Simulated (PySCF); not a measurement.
Calculated NMR parameters of Fc1cccc(C2CC2)p1

```
Formula                               : C8H8FP
SMILES                                : Fc1cccc(C2CC2)p1
InChI                                 : InChI=1S/C8H8FP/c9-8-3-1-2-7(10-8)6-4-5-6/h1-3,6H,4-5H2
Point group of the computed structure : C1
Carbon signals                        : 7
Proton signals                        : 6
```

Bonds (- single, = double, # triple, : aromatic): F1-C2, C2:C3, C3:C4, C4:C5, C5:C6, C6-C7, C7-C8, C8-C9, C6:P10, P10:C2, C9-C7. C3 carries H11; C4 carries H12; C5 carries H13; C7 carries H14; C8 carries H15, H16; C9 carries H17, H18. H15, H18 are cis to C6 on the ring; H16, H17 are trans to C6 on the ring.

PySCF 2.14 calculation with geometry from PBE0-D3(BJ)/def2-SVP and shieldings: GIAO HF/pcSseg-1; no solvent, non-relativistic Hamiltonian, a single conformation, rapidly exchanging positions averaged.

Shifts are taken against calculated references (same method and geometry level): 1H (σ = 31.69 ppm) and 13C (σ = 190.85 ppm) against TMS; CFCl3 for 19F (σ = 246.35 ppm); 31P (σ = 356.22 ppm) vs H3PO4.

| carbon | δC, type | δH (multiplicity) | HMBC from (2–3 bonds) | span of the C tensor (ppm) |
| --- | --- | --- | --- | --- |
| C2 | 213.4, C | – | H12, H11 | 303 |
| C3 | 126.8, CH | 7.58 (m) | H12, H13 | 205 |
| C4 | 142.2, CH | 7.75 (m) | H13, H11 | 243 |
| C5 | 135.3, CH | 7.68 (m) | H12, H11, H14 | 227 |
| C6 | 202.3, C | – | H12, H13, H14, H16/H17, H15/H18 | 357 |
| C7 | 16.3, CH | 1.62 (m) | H13, H16/H17, H15/H18 | 97 |
| C8/C9 | 15.0, CH2 | H15 0.92 (m); H16 1.24 (m) | H14, H16/H17, H15/H18 | 80 |

Other nuclei:
```csv
atoms,nucleus,environment,δ (ppm),σ (ppm)
F1,19F,aryl fluorine,-68.8,315.1
P10,31P,"phosphorus bonded to 2 C, in a 6-membered ring",177.4,178.8
```

1. δC 213.4: aromatic carbon bearing fluorine; the electronegative substituent deshields the carbon that carries it.
2. δC 202.3: substituted aromatic carbon.
3. δC 142.2, 135.3, 126.8: aromatic CH.
4. δC 16.3, 15.0: three-membered-ring carbon; carbons of three-membered rings are unusually shielded.
5. δH 7.75, 7.68, 7.58: hydrogen on an aromatic CH; aromatic region.

Splittings by 19F and 31P in the carbon and heteronuclear signals aren't shown, as no couplings were computed. Shifts are as computed. Against solution values, carbons near 30 ppm lie about -0 ppm off and those near 130 ppm about +7 ppm. Of 1313 compounds with measured shifts, 239 miss one by over three times the rms of a fit or turn the order of signals round; such compounds aren't used in these exercises. Unscaled 19F shifts against computed CFCl3 carry errors that often reach 10 to 50 ppm. Experimental scales use liquid or dissolved standards, which lie at an offset from isolated H3PO4. No couplings were computed; multiplicities are counted from neighbouring protons, with m where these are inequivalent, close in shift, in a saturated or five-membered ring or joined by F or P, and br s for small geminal =CH2 splittings.
